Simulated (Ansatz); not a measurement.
Input file for Ansatz (a quantum-chemistry and plane-wave program): U-SVWN5/def2-TZVPP on H2O2W (SMILES [OH][W][OH]), 2S+1 = 5, a spin state set in the input, which need not be the lowest. Elements past Kr take the def2 small-core potentials; no spin–orbit coupling.

Ansatz 0.2 input:
```yaml
crystal:
  periodic: [false, false, false]
  atoms:
    - {symbol: W, position_ang: [0.32537675, 0.32873669, 0.41769568]}
    - {symbol: O, position_ang: [1.50846452, 0.04907073, -1.07833169]}
    - {symbol: H, position_ang: [1.34201915, 0.37447386, -1.97101818]}
    - {symbol: O, position_ang: [-1.15046247, -0.45205574, 1.38103112]}
    - {symbol: H, position_ang: [-2.07906911, -0.27047898, 1.19360885]}
basis:
  gaussian:
    orbitals: def2-TZVPP
hamiltonian:
  xc: {name: SVWN5}
magnetization: {spin_polarized: true, initial_magnetization: 4}
```

Q: Predict the final total energy.

A: -217.6026 hartree.
